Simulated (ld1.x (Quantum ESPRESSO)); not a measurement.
# What one change does to a pseudopotential (oxygen, ultrasoft)

```json
{
  "Element": "O",
  "Generator": "ld1.x (Quantum ESPRESSO) 7.5",
  "Type": "ultrasoft",
  "Functional": "PBEsol",
  "Relativity": "scalar-relativistic",
  "Frozen core": "[He]",
  "Valence charge": "6",
  "Reference configuration": "2s2 2p3 (charge +1)",
  "Partial waves": "2s (bound): rcut 0.80, rcutus 1.05 bohr; 2s channel at -2.25 Ry: rcut 0.80, rcutus 1.05 bohr; 2p (bound): rcut 1.50, rcutus 2.05 bohr; 2p channel at -1.25 Ry: rcut 1.50, rcutus 2.05 bohr; 3d channel at 0.45 Ry: rcut 1.90, rcutus 2.05 bohr; 3d channel at 1 Ry: rcut 1.90, rcutus 2.05 bohr",
  "Local potential": "all-electron potential smoothed inside 0.85 bohr (lloc = -1)",
  "Core correction": "Bessel-smoothed model core inside 1.05 bohr",
  "Augmentation charge": "PSQ, inside the norm-conserving radii"
}
```

Change: local potential all-electron potential smoothed inside 1.50 bohr (lloc = -1).

Cutoffs: the cutoffs (Ry, on a coarse ladder) from which the occupation-weighted sum of valence levels, in a spherical-Bessel basis at the reference potential, stays within 10 and 1 mRy of its value at 400 Ry; they do not see the model core or the augmentation charge, which bear on the density cutoff. Errors are all-electron minus pseudo energies relative to the spin-unpolarised reference configuration.

Question: How do hardness, ghosts and transferability respond?

Answer: The potential gets neither clearly harder nor softer (25 Ry and 40 Ry → 21 Ry and 45 Ry); of the 7 tests that both files solve, the error grows in 2 and shrinks in 0 by more than 15 % and 0.3 meV (median size 264.4 → 264.1 meV); the range in which the p phases agree widens (upper end -0.1 → at the end of the scan); the range in which the d phases agree widens (upper end 1.6 → at the end of the scan); neither file shows a bound ghost.

| quantity | base | changed |
| --- | --- | --- |
| cutoff, loose | 25 Ry | 21 Ry |
| cutoff, tight | 40 Ry | 45 Ry |
| bound ghosts | none | none |
| error for 2s2 2p4, meV [ΔE -16.36 eV] | -351 | -406 |
| error for 2s2 2p2, meV [ΔE 33.48 eV] | -264 | -264 |
| error for 2s2 2p1, meV [ΔE 87.18 eV] | -213 | -240 |
| error for 2s2 2p0, meV [ΔE 163.83 eV] | +742 | +731 |
| error for 2s0 2p6, meV [ΔE 13.39 eV] | -616 | -741 |
| error for 2s2 2p3.5, meV [ΔE -10.11 eV] | -93 | -105 |
| error for 2s1 2p4, meV [ΔE 15.14 eV] | +0.1 | -0.3 |
| s: phases at 2.26 bohr within 0.05 rad from the reference energy up to (Ry; the scan ends near 5) | to the end of the scan | to the end of the scan |
| p: phases at 2.26 bohr within 0.05 rad from the reference energy up to (Ry; the scan ends near 5) | -0.1 | to the end of the scan |
| d: phases at 2.26 bohr within 0.05 rad from the reference energy up to (Ry; the scan ends near 5) | 1.6 | to the end of the scan |
| lowest overlap eigenvalue by channel | s 0.55, p 0.50, d 0.86 | s 0.20, p 0.57, d 0.89 |
